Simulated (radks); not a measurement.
Values are calculated unless marked as measured or tabulated.
The ruthenium ion Ru+ inside a hard spherical wall (all orbitals vanish at R), configuration held at [Kr] 4d7 and not refilled when levels cross. Level of theory: scalar-relativistic Kohn-Sham, PBEsol, spin-polarised, spherical densities, point nucleus; open shells are filled with parallel spins first (spin-orbit coupling, left out, can overturn this in heavy ions) (a radial shooting solver on a logarithmic mesh with Libxc functionals). Eigenvalues in eV for spin up, with the zero of energy where the potential of the charges vanishes at infinity; a dash marks a level that is unbound or too diffuse for the functional's potential to be trusted. A positive occupied level is held by the wall or, in an anion where self-interaction has pushed it up, behind a barrier. The pressure on the wall is -dE/dV.

| R (bohr) | E (hartree) | kinetic (hartree) | e(3d) | e(4s) | e(4p) | e(4d) | e(5s, empty) | e(5p, empty) | pressure (GPa) |
|---|---|---|---|---|---|---|---|---|---|
| free | -4528.21869 | 4682.283 | -280.42 | -84.426 | -54.584 | -13.342 | -10.894 | -6.276 | 0 |
| 20 | -4528.21869 | 4682.283 | -280.42 | -84.426 | -54.584 | -13.342 | -10.894 | -6.276 | < 0.0001 |
| 15 | -4528.21869 | 4682.283 | -280.42 | -84.426 | -54.584 | -13.342 | -10.894 | -6.276 | < 0.0001 |
| 12 | -4528.21869 | 4682.283 | -280.42 | -84.426 | -54.584 | -13.342 | -10.894 | -6.273 | < 0.0001 |
| 10 | -4528.21868 | 4682.283 | -280.42 | -84.425 | -54.583 | -13.341 | -10.893 | -6.254 | 0.000190 |
| 8 | -4528.21854 | 4682.285 | -280.41 | -84.412 | -54.571 | -13.330 | -10.868 | -6.107 | 0.00921 |
| 7 | -4528.21788 | 4682.291 | -280.36 | -84.368 | -54.528 | -13.292 | -10.784 | -5.820 | 0.0652 |
| 6 | -4528.21434 | 4682.321 | -280.18 | -84.197 | -54.363 | -13.143 | -10.467 | -5.060 | 0.473 |
| 4 | -4528.09170 | 4683.020 | -277.09 | -81.521 | -51.811 | -10.651 | -5.084 | 3.330 | 32.3 |
| 3 | -4527.42683 | 4686.118 | -268.45 | -74.773 | -45.353 | -3.325 | 12.555 | 26.072 | 406 |
